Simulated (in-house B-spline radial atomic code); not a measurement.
**Ionising Fe+ with different functionals**

Computed with a B-spline radial code for spherical atoms: non-relativistic Hamiltonian, point nucleus, spin-polarised at highest spin, spherical fractional occupations for the functionals, and exact exchange of hybrids averaged over the configuration. The ionisation energy is the difference of two self-consistent energies, [Ar] 3d6 4s1 → [Ar] 3d6, without Breit or QED terms; ε is the level of the shell that loses the electron (its least bound occupied spin orbital).

| method | rung | ΔSCF (eV) | -ε(4s) (eV) |
| --- | --- | --- | --- |
| PBE0 | global hybrid | 16.30 | 13.57 |
| B3LYP | global hybrid | 16.50 | 13.47 |
| TPSSh | global hybrid | 16.26 | 13.11 |
| M06-2X | global hybrid | 16.03 | 14.03 |
| BHandHLYP | global hybrid | 16.00 | 14.13 |
| r2SCAN0 | global hybrid | 16.25 | 13.84 |
| B97-1 | global hybrid | 15.94 | 13.12 |
| HSE06 | range-separated hybrid | 16.37 | 13.25 |
| wB97X | range-separated hybrid | ? | ? |
| CAM-B3LYP | range-separated hybrid | 16.39 | 14.79 |
| LC-wPBE | range-separated hybrid | ? | ? |

Question: What does wB97X give?

Answer: ΔSCF 15.72 eV, and -ε(4s) = 15.35 eV.

Question: What does LC-wPBE give?

Answer: ΔSCF 16.12 eV, and -ε(4s) = 15.93 eV.

Question: Among the functionals, which spreads more, the ΔSCF values or the orbital energies?

Answer: The orbital energies: ΔSCF values span about 0.78 eV and the orbital energies 2.82 eV.

Question: How do they compare with the NIST value?

Answer: NIST lists 16.199 eV (measured, ground level to ground level). Errors run from -0.48 to +0.30 eV; r2SCAN0 is closest (+0.05 eV), but part of that can be cancellation, since the calculations leave out relativity, Breit-QED terms, multiplet and fine-structure energies.
